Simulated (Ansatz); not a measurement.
## Ansatz (development build ahead of 0.2.0) run

```yaml
crystal:
  periodic: [false, false, false]
  atoms:
    - { symbol: Be, position_ang: [0.0, 0.0, 0.0] }
basis:
  gaussian: { orbitals: def2-TZVP }
hamiltonian:
  xc: hf
correlation:
  method: mp2
  frozen_orbitals: { Be: 0 }
```

The input is written out in the form of the current development build from the run's settings.

Results

| Item | Value |
| --- | --- |
| Converged | yes |
| Reference energy | -14.57258 hartree |
| Correlation energy | -0.05468 hartree |
| Total energy | -14.62726 hartree |
